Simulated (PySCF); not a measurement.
## Relaxation of triplet ZrCl₂

Computed with UPBE/[Zr def2-TZVP with ECP28, Cl def2-TZVP], scalar-relativistic core potentials, density fitting, no spin–orbit coupling, PySCF. A (50,194) grid was used.

A start displaced from a saddle point along its imaginary mode, of C2v symmetry, held to at least that symmetry:

```xyz
3
charge 0 multiplicity 3, angstrom
Zr   -0.0003   -0.1945    0.0000
Cl    0.0004    0.2500    2.3664
Cl    0.0004    0.2500   -2.3664
```

Optimiser trace:
| step | E − E(last) (kJ/mol) | largest gradient (Eh/bohr) |
| --- | --- | --- |
| 0 | 7.22 | 0.01227 |
| 1 | 4.54 | 0.00473 |
| 2 | 3.95 | 0.00198 |
| 3 | 3.73 | 0.00224 |
| 4 | 3.19 | 0.00274 |
| 5 | 2.78 | 0.00300 |
| 6 | 2.32 | 0.00306 |
| 7 | 1.83 | 0.00299 |
| 8 | 1.34 | 0.00274 |
| 9 | 0.16 | 0.00120 |
| 10 | 0.06 | 0.00147 |
| 11 | 0.00 | 0.00014 |
| 12 | 0.00 | 0.00001 |

It ends at C2v with Zr–Cl 2.347 Å (×2); Cl–Zr–Cl 137.5° (after a last refinement on a finer grid). A frequency run shows a minimum. Other isomers or separated fragments may lie lower.

Final geometry:
```xyz
3
charge 0 multiplicity 3, angstrom
Zr   -0.0006   -0.3749    0.0000
Cl    0.0008    0.4757    2.1879
Cl    0.0008    0.4757   -2.1879
```

With open d or f shells other occupations or spin states may lie lower.

The relaxation took 64 s on 4 threads of a shared Arm Neoverse V1 host, with 114 basis functions and 14 gradients; the process peaked at 0.89 GiB. Launch command: `OMP_NUM_THREADS=4 python axn.py task.json out`.
